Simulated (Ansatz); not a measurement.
Al2P2H8⁻, that is (H2Al-mu-PH2)2 with one electron more. Charge -1, multiplicity 2. Geometry PBE0-D4/def2-SVP, that of the neutral singlet.

```xyz
12

Al    1.256    1.314   -0.117
H     0.785    2.719   -0.696
H     2.730    0.962    0.366
P     0.381   -0.500   -1.522
Al   -1.259   -1.312    0.116
H    -0.790   -2.717    0.695
H    -2.732   -0.958   -0.369
P    -0.380    0.499    1.522
H    -0.153   -0.098   -2.770
H     1.338   -1.455   -1.942
H    -1.335    1.454    1.951
H     0.159    0.091    2.766
```

At PBE-D4/def2-TZVPD, r2SCAN-D4/def2-TZVPD, PBE0-D4/def2-TZVPD the highest occupied level of the charge -1 doublet lies above zero (up to 2.04 eV). By energy differences its removal costs 0.15 eV (vertical, to the charge 0 singlet, at PBE-D4/def2-TZVPD); a positive level beside a positive removal energy at the same level points to self-interaction error.

**Question.** Estimate the α-spin orbital energies around the gap (eV) in Ansatz with PBE-D4/def2-TZVPD, r2SCAN-D4/def2-TZVPD, PBE0-D4/def2-TZVPD.

**Answer.** 
```tsv
orbital	PBE-D4/def2-TZVPD	r2SCAN-D4/def2-TZVPD	PBE0-D4/def2-TZVPD
HOMO−5	-3.19	-3.46	-4.34
HOMO−4	-2.95	-3.25	-4.21
HOMO−3	-2.94	-3.24	-4.19
HOMO−2	-2.34	-2.53	-3.34
HOMO−1	-1.91	-2.12	-2.95
HOMO	2.04	1.92	1.49
LUMO	2.43	2.86	3.04
LUMO+1	2.57	2.95	3.16
LUMO+2	2.70	3.21	3.18
LUMO+3	3.16	3.73	3.61
LUMO+4	3.51	4.09	4.13
LUMO+5	3.85	4.21	4.39
β HOMO	-1.85	-2.05	-2.88
β LUMO	2.48	2.95	3.08
```
